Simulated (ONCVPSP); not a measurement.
# niobium (Nb): one change to an ONCV potential, before and after

* Element: Nb
* Generator: ONCVPSP 4.0.1
* Type: optimised norm-conserving Vanderbilt (ONCV)
* Functional: PBEsol
* Relativity: scalar-relativistic
* Frozen core: [Ar] 3d10
* Valence charge: 13
* Reference configuration: 4s2 4p6 4d2 (charge +3)
* Partial waves: 4s: rc 1.55 bohr, ncon 3, nbas 8, qcut 8.2 1/bohr, 2 projectors, debl 2.8 Ha; 4p: rc 1.40 bohr, ncon 4, nbas 7, qcut 5.4 1/bohr, 2 projectors, debl 2.3 Ha; 4d: rc 2.00 bohr, ncon 5, nbas 10, qcut 7.4 1/bohr, 2 projectors, debl 3 Ha
* Local potential: polynomial inside 0.95 bohr (lpopt 5, dvloc0 0 Ha)
* Core correction: Teter function, fcfact 4.75, rcfact 1.8

In the s channel the program set the typed energies aside and used -3.266, 0.250 Ha. In the p channel the program set the typed energies aside and used -2.374, 0.250 Ha.

All-electron outer shells of the reference configuration (PBEsol, scalar-relativistic, ld1.x):

| shell | level (eV) | outermost node (bohr) | outermost maximum (bohr) |
| --- | --- | --- | --- |
| 4s | -88.88 | 0.53 | 1.02 |
| 4p | -64.59 | 0.54 | 1.12 |
| 4d | -30.56 | 0.55 | 1.40 |

Change: core correction Teter function, fcfact 3.3, rcfact 1.8.

Cutoffs: the cutoffs (Ha) at which the residual kinetic energy of the hardest occupied pseudo-wave falls to 1 and 0.1 mHa per electron; they do not see the model core or the augmentation charge, which bear on the density cutoff. Errors are all-electron minus pseudo energies relative to the spin-unpolarised reference configuration.

Question: What does the change do?

Answer: The potential gets neither clearly harder nor softer (57 Ha and 74 Ha → 57 Ha and 74 Ha); of the 4 tests that both files solve, the error grows in 0 and shrinks in 4 by more than 15 % and 0.3 meV (median size 11.8 → 6.1 meV); neither file shows a bound ghost. A model core, the more so a compact one, raises the density cutoff, which this test does not measure.

```tsv
quantity	base	changed
cutoff, loose	57 Ha	57 Ha
cutoff, tight	74 Ha	74 Ha
bound ghosts	none	none
GHOST(+) flags under 300 eV	s at 67.0 eV	s at 67.0 eV
error for 4s2 4p6 4d4 5s1, meV [ΔE -45.38 eV]	-11	-5.2
error for 4s2 4p6 4d4, meV [ΔE -38.73 eV]	-16	-9.5
error for 4s2 4p6 4d3, meV [ΔE -24.70 eV]	-5.8	-3.2
error for 4s2 4p6 4d4 5p1, meV [ΔE -42.38 eV]	-13	-7.0
s: phases at 1.57 bohr within 0.05 rad from the reference energy up to (Ha; the scan ends near 5)	2.0	2.0
p: phases at 1.42 bohr within 0.05 rad from the reference energy up to (Ha; the scan ends near 5)	4.4	4.4
d: phases at 2.03 bohr within 0.05 rad from the reference energy up to (Ha; the scan ends near 5)	to the end of the scan	to the end of the scan
rms error of d²Exc/dni dnj with the model core, mHa	5.94	4.26
```
